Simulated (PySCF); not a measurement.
H3BrInNO, singlet, geometry from GFN2-xTB (such geometries of metal compounds can be far from the true shape) (all electrons, no relativity); CASSCF(6,7)/STO-3G (PySCF).

The PySCF input:
```python
from pyscf import gto, scf, mcscf
import numpy

mol = gto.Mole()
mol.atom = '''
    In    0.561698    0.318462    0.170703
    Br   -1.487604   -0.919560   -0.460885
    O     0.759862    2.073097   -0.648295
    H     0.065672    2.339223   -1.250994
    N     1.919584   -0.219452    1.603347
    H     2.735127    0.374818    1.481230
    H     2.226160   -1.182669    1.499210
'''
mol.basis = 'sto-3g'
mol.charge = 0
mol.spin = 0
mol.verbose = 4
mol.build()

mf = scf.RHF(mol)
mf.kernel()
mc = mcscf.CASSCF(mf, 7, 6)
mc.fix_spin_(ss=0.0)
mc.kernel()
occ = numpy.linalg.eigvalsh(mc.fcisolver.make_rdm1(mc.ci, mc.ncas, mc.nelecas))[::-1]
ss = mc.fcisolver.spin_square(mc.ci, mc.ncas, mc.nelecas)[0]
print('natural occupations', occ.round(4), ' <S^2>', round(ss, 4))
```

The log (banner, timings and long lists left out):

```
PySCF version 2.14.0

[INPUT] verbose = 4
[INPUT] num. atoms = 7
[INPUT] num. electrons = 102
[INPUT] charge = 0
[INPUT] spin (= nelec alpha-beta = 2S) = 0
[INPUT] symmetry False subgroup None
[INPUT] Mole.unit = angstrom
[INPUT] Symbol           X                Y                Z      unit          X                Y                Z       unit  Magmom
[...]
nuclear repulsion = 701.189186516585
number of shells = 28
number of NR pGTOs = 174
number of NR cGTOs = 58
basis = sto-3g
ecp = {}

******** <class 'pyscf.scf.hf.RHF'> ********
method = RHF
initial guess = minao
damping factor = 0
level_shift factor = 0
DIIS = <class 'pyscf.scf.diis.CDIIS'>
diis_start_cycle = 1
diis_space = 8
diis_damp = 0
SCF conv_tol = 1e-09
SCF conv_tol_grad = None
SCF max_cycles = 50
direct_scf = True
direct_scf_tol = 1e-13
Set gradient conv threshold to 3.16228e-05
Initial guess from minao.
init E= -8337.64311821993
[...]
cycle= 1 E= -8356.83386595091  delta_E= -19.2  |g|= 0.543  |ddm|= 3.28
[...]
cycle= 2 E= -8356.95371442248  delta_E= -0.12  |g|= 0.154  |ddm|= 0.995
[...]
cycle= 3 E= -8356.96571455705  delta_E= -0.012  |g|= 0.0527  |ddm|= 0.345
[...]
cycle= 4 E= -8356.96728348236  delta_E= -0.00157  |g|= 0.0109  |ddm|= 0.119
[...]
cycle= 5 E= -8356.96741215935  delta_E= -0.000129  |g|= 0.00324  |ddm|= 0.0432
[...]
cycle= 6 E= -8356.96742564534  delta_E= -1.35e-05  |g|= 0.00127  |ddm|= 0.0143
[...]
cycle= 7 E= -8356.96742743457  delta_E= -1.79e-06  |g|= 0.000203  |ddm|= 0.00637
[...]
cycle= 8 E= -8356.96742748398  delta_E= -4.94e-08  |g|= 6.5e-05  |ddm|= 0.000846
[...]
cycle= 9 E= -8356.96742748982  delta_E= -5.84e-09  |g|= 1.41e-05  |ddm|= 0.000327
[...]
cycle= 10 E= -8356.96742749012  delta_E= -2.95e-10  |g|= 3.28e-06  |ddm|= 7.34e-05
[...]
Extra cycle  E= -8356.96742749013  delta_E= -1.09e-11  |g|= 1.67e-06  |ddm|= 9.48e-06
converged SCF energy = -8356.96742749013

******** <class 'pyscf.mcscf.mc1step.CASSCF'> ********
CAS (3e+3e, 7o), ncore = 48, nvir = 3
max_cycle_macro = 50
max_cycle_micro = 4
conv_tol = 1e-07
conv_tol_grad = None
orbital rotation max_stepsize = 0.02
orbital rotation threshold for CI restart = 0.01
augmented hessian ah_max_cycle = 30
augmented hessian ah_conv_tol = 1e-12
augmented hessian ah_linear dependence = 1e-14
augmented hessian ah_level shift = 1e-08
augmented hessian ah_start_tol = 2.5
augmented hessian ah_start_cycle = 3
augmented hessian ah_grad_trust_region = 3
kf_trust_region = 3
kf_interval = 4
ci_response_space = 4
ci_grad_trust_region = 3
with_dep4 0
natorb = False
canonicalization = True
sorting_mo_energy = False
ao2mo_level = 2
internal_rotation = False
******** <class 'pyscf.fci.addons.SpinPenaltyFCISolver'> ********
max. cycles = 50
conv_tol = 1e-08
davidson only = True
linear dependence = 1e-12
level shift = 0.001
max iter space = 12
nroots = 1
pspace_size = 400
spin = None
CASCI E = -8356.97452039239  S^2 = 0.0000000
Set conv_tol_grad to 0.000316228
macro iter   1 ( 21 JK    4 micro), CASSCF E = -8356.98465507494  dE = -1.01346825e-02  S^2 = 0.0000000
               |grad[o]|=0.0164  |grad[c]|=0.0859  |ddm|=0.111  |maxRot[o]|=0.281
macro iter   2 ( 21 JK    4 micro), CASSCF E = -8356.99331436225  dE = -8.65928731e-03  S^2 = 0.0000000
               |grad[o]|=0.0203  |grad[c]|=0.111  |ddm|=0.0935  |maxRot[o]|=0.303
macro iter   3 ( 21 JK    4 micro), CASSCF E = -8356.99987433365  dE = -6.55997141e-03  S^2 = 0.0000000
               |grad[o]|=0.0188  |grad[c]|=0.0172  |ddm|=0.0246  |maxRot[o]|=0.167
macro iter   4 ( 21 JK    4 micro), CASSCF E = -8357.00259674558  dE = -2.72241193e-03  S^2 = 0.0000000
               |grad[o]|=0.0167  |grad[c]|=0.0125  |ddm|= 0.02  |maxRot[o]|=0.155
macro iter   5 ( 21 JK    4 micro), CASSCF E = -8357.00343429941  dE = -8.37553829e-04  S^2 = 0.0000000
               |grad[o]|=0.0119  |grad[c]|=0.012  |ddm|=0.0119  |maxRot[o]|=0.0423
macro iter   6 ( 21 JK    4 micro), CASSCF E = -8357.00396139055  dE = -5.27091137e-04  S^2 = 0.0000000
               |grad[o]|=0.0101  |grad[c]|=0.0108  |ddm|=0.0108  |maxRot[o]|=0.0432
macro iter   7 ( 21 JK    4 micro), CASSCF E = -8357.00424935038  dE = -2.87959829e-04  S^2 = 0.0000000
               |grad[o]|=0.00923  |grad[c]|=0.00907  |ddm|=0.00792  |maxRot[o]|=0.0699
macro iter   8 ( 21 JK    4 micro), CASSCF E = -8357.00488741301  dE = -6.38062627e-04  S^2 = 0.0000000
               |grad[o]|=0.00873  |grad[c]|=0.00793  |ddm|=0.00739  |maxRot[o]|=0.107
macro iter   9 ( 21 JK    4 micro), CASSCF E = -8357.00501965306  dE = -1.32240059e-04  S^2 = 0.0000000
               |grad[o]|=0.00812  |grad[c]|=0.00722  |ddm|=0.00629  |maxRot[o]|=0.112
macro iter  10 ( 21 JK    4 micro), CASSCF E = -8357.00561612265  dE = -5.96469587e-04  S^2 = 0.0000000
               |grad[o]|=0.00779  |grad[c]|=0.00735  |ddm|=0.00631  |maxRot[o]|=0.105
macro iter  11 ( 21 JK    4 micro), CASSCF E = -8357.00566028758  dE = -4.41649318e-05  S^2 = 0.0000000
               |grad[o]|=0.00721  |grad[c]|=0.00643  |ddm|=0.00582  |maxRot[o]|=0.0997
macro iter  12 ( 21 JK    4 micro), CASSCF E = -8357.00606719965  dE = -4.06912070e-04  S^2 = 0.0000000
               |grad[o]|=0.007  |grad[c]|=0.00671  |ddm|=0.00551  |maxRot[o]|=0.102
macro iter  13 ( 21 JK    4 micro), CASSCF E = -8357.00610100040  dE = -3.38007485e-05  S^2 = 0.0000000
               |grad[o]|=0.00658  |grad[c]|=0.00634  |ddm|=0.00485  |maxRot[o]|=0.101
macro iter  14 ( 21 JK    4 micro), CASSCF E = -8357.00636858405  dE = -2.67583644e-04  S^2 = 0.0000000
               |grad[o]|=0.00646  |grad[c]|=0.00628  |ddm|=0.00517  |maxRot[o]|=0.0988
macro iter  15 ( 21 JK    4 micro), CASSCF E = -8357.00637439242  dE = -5.80837877e-06  S^2 = 0.0000000
               |grad[o]|=0.00615  |grad[c]|=0.00621  |ddm|=0.0045  |maxRot[o]|=0.0966
macro iter  16 ( 21 JK    4 micro), CASSCF E = -8357.00654109777  dE = -1.66705349e-04  S^2 = 0.0000000
               |grad[o]|=0.00609  |grad[c]|=0.00606  |ddm|=0.00492  |maxRot[o]|=0.0951
[...]
macro iter  22 ( 21 JK    4 micro), CASSCF E = -8357.00846179347  dE = -2.46696252e-04  S^2 = 0.0000000
               |grad[o]|=0.00254  |grad[c]|=0.0012  |ddm|=0.00154  |maxRot[o]|=0.0462
macro iter  23 ( 21 JK    4 micro), CASSCF E = -8357.00857968623  dE = -1.17892767e-04  S^2 = 0.0000000
               |grad[o]|=0.00141  |grad[c]|=0.00238  |ddm|=0.00173  |maxRot[o]|=0.141
macro iter  24 ( 21 JK    4 micro), CASSCF E = -8357.00884707874  dE = -2.67392503e-04  S^2 = 0.0000000
               |grad[o]|=0.000862  |grad[c]|=0.00413  |ddm|=0.00139  |maxRot[o]|=0.224
macro iter  25 ( 21 JK    4 micro), CASSCF E = -8357.00921818052  dE = -3.71101789e-04  S^2 = 0.0000000
               |grad[o]|=0.00131  |grad[c]|=0.00338  |ddm|=0.00223  |maxRot[o]|=0.262
macro iter  26 ( 16 JK    4 micro), CASSCF E = -8357.00926614691  dE = -4.79663850e-05  S^2 = 0.0000000
               |grad[o]|=0.00113  |grad[c]|=0.00251  |ddm|=0.00348  |maxRot[o]|=0.0692
macro iter  27 ( 15 JK    4 micro), CASSCF E = -8357.00932897015  dE = -6.28232356e-05  S^2 = 0.0000000
               |grad[o]|=0.000466  |grad[c]|=0.00475  |ddm|=0.00801  |maxRot[o]|=0.0526
macro iter  28 ( 14 JK    4 micro), CASSCF E = -8357.00963797987  dE = -3.09009729e-04  S^2 = 0.0000000
               |grad[o]|=0.000967  |grad[c]|=0.0246  |ddm|=0.0368  |maxRot[o]|=0.0886
macro iter  29 ( 20 JK    4 micro), CASSCF E = -8357.01105971195  dE = -1.42173208e-03  S^2 = 0.0000000
               |grad[o]|=0.00246  |grad[c]|=0.0236  |ddm|=0.0334  |maxRot[o]|=0.126
macro iter  30 ( 21 JK    4 micro), CASSCF E = -8357.01488005655  dE = -3.82034460e-03  S^2 = 0.0000000
               |grad[o]|=0.00754  |grad[c]|=0.0218  |ddm|=0.0343  |maxRot[o]|=0.158
macro iter  31 ( 21 JK    4 micro), CASSCF E = -8357.01893074914  dE = -4.05069259e-03  S^2 = 0.0000000
               |grad[o]|=0.0118  |grad[c]|=0.0195  |ddm|=0.0237  |maxRot[o]|=0.139
macro iter  32 ( 21 JK    4 micro), CASSCF E = -8357.02010684514  dE = -1.17609600e-03  S^2 = 0.0000000
               |grad[o]|=0.0102  |grad[c]|=0.0382  |ddm|=0.0322  |maxRot[o]|=0.116
macro iter  33 ( 20 JK    4 micro), CASSCF E = -8357.02085958875  dE = -7.52743605e-04  S^2 = 0.0000000
               |grad[o]|=0.00881  |grad[c]|=0.0239  |ddm|=0.0159  |maxRot[o]|=0.0627
macro iter  34 ( 20 JK    4 micro), CASSCF E = -8357.02121355751  dE = -3.53968770e-04  S^2 = 0.0000000
               |grad[o]|=0.00837  |grad[c]|=0.0209  |ddm|=0.011  |maxRot[o]|=0.038
macro iter  35 ( 21 JK    4 micro), CASSCF E = -8357.02106258781  dE =  1.50969709e-04  S^2 = 0.0000000
               |grad[o]|=0.00811  |grad[c]|=0.0203  |ddm|=0.00924  |maxRot[o]|=0.0246
macro iter  36 ( 21 JK    4 micro), CASSCF E = -8357.02203033881  dE = -9.67751006e-04  S^2 = 0.0000000
               |grad[o]|=0.00836  |grad[c]|=0.0122  |ddm|=0.00799  |maxRot[o]|=0.0467
macro iter  37 ( 21 JK    4 micro), CASSCF E = -8357.02323259104  dE = -1.20225223e-03  S^2 = 0.0000000
               |grad[o]|=0.007  |grad[c]|=0.00539  |ddm|=0.00362  |maxRot[o]|=0.0744
macro iter  38 ( 20 JK    4 micro), CASSCF E = -8357.02339078327  dE = -1.58192228e-04  S^2 = 0.0000000
               |grad[o]|=0.00469  |grad[c]|=0.0123  |ddm|=0.0107  |maxRot[o]|=0.0864
macro iter  39 ( 21 JK    4 micro), CASSCF E = -8357.02339547493  dE = -4.69166480e-06  S^2 = 0.0000000
               |grad[o]|=0.00467  |grad[c]|=0.0115  |ddm|=0.00678  |maxRot[o]|=0.0147
macro iter  40 ( 21 JK    4 micro), CASSCF E = -8357.02341138375  dE = -1.59088213e-05  S^2 = 0.0000000
               |grad[o]|=0.00461  |grad[c]|=0.0135  |ddm|=0.00856  |maxRot[o]|=0.0214
macro iter  41 ( 21 JK    4 micro), CASSCF E = -8357.02342975205  dE = -1.83682932e-05  S^2 = 0.0000000
               |grad[o]|=0.00454  |grad[c]|=0.0146  |ddm|=0.00968  |maxRot[o]|=0.0208
macro iter  42 ( 21 JK    4 micro), CASSCF E = -8357.02344201365  dE = -1.22616020e-05  S^2 = 0.0000000
               |grad[o]|=0.00445  |grad[c]|=0.0152  |ddm|=0.0105  |maxRot[o]|=0.0156
macro iter  43 ( 21 JK    4 micro), CASSCF E = -8357.02344814678  dE = -6.13313387e-06  S^2 = 0.0000000
               |grad[o]|=0.00438  |grad[c]|=0.0157  |ddm|=0.0113  |maxRot[o]|=0.0121
macro iter  44 ( 21 JK    4 micro), CASSCF E = -8357.02344912426  dE = -9.77481250e-07  S^2 = 0.0000000
               |grad[o]|=0.00434  |grad[c]|=0.0162  |ddm|=0.0121  |maxRot[o]|=0.0102
macro iter  45 ( 21 JK    4 micro), CASSCF E = -8357.02344632893  dE =  2.79533742e-06  S^2 = 0.0000000
               |grad[o]|=0.00432  |grad[c]|=0.0167  |ddm|=0.0128  |maxRot[o]|=0.0098
macro iter  46 ( 20 JK    4 micro), CASSCF E = -8357.02378419572  dE = -3.37866792e-04  S^2 = 0.0000000
               |grad[o]|=0.0043  |grad[c]|=0.0077  |ddm|=0.00699  |maxRot[o]|=0.035
macro iter  47 ( 18 JK    4 micro), CASSCF E = -8357.02418572520  dE = -4.01529480e-04  S^2 = 0.0000000
               |grad[o]|=0.00337  |grad[c]|=0.00256  |ddm|=0.00368  |maxRot[o]|=0.0709
macro iter  48 ( 13 JK    4 micro), CASSCF E = -8357.02422515327  dE = -3.94280723e-05  S^2 = 0.0000000
               |grad[o]|=0.0013  |grad[c]|=0.00218  |ddm|=0.00273  |maxRot[o]|=0.0232
macro iter  49 ( 11 JK    3 micro), CASSCF E = -8357.02423952301  dE = -1.43697362e-05  S^2 = 0.0000000
               |grad[o]|=0.000734  |grad[c]|=0.00057  |ddm|=0.000813  |maxRot[o]|=0.0193
macro iter  50 (  9 JK    2 micro), CASSCF E = -8357.02424005436  dE = -5.31354090e-07  S^2 = 0.0000000
               |grad[o]|=0.000166  |grad[c]|=4.45e-05  |ddm|=0.000233  |maxRot[o]|=0.00386
1-step CASSCF not converged,  50 macro (992 JK 197 micro) steps
CASSCF canonicalization
Density matrix diagonal elements [1.97312968 1.97193756 1.96646695 0.0087464  0.02864782 0.03059525
 0.02047635]
CASSCF energy = -8357.02424005436
CASCI E = -8357.02424005436  E(CI) = -8.55571253809649  S^2 = 0.0000000
natural occupations [1.9747e+00 1.9735e+00 1.9667e+00 3.7100e-02 2.6500e-02 2.0600e-02
 9.0000e-04]  <S^2> 0.0
```

Convergence was not reached.
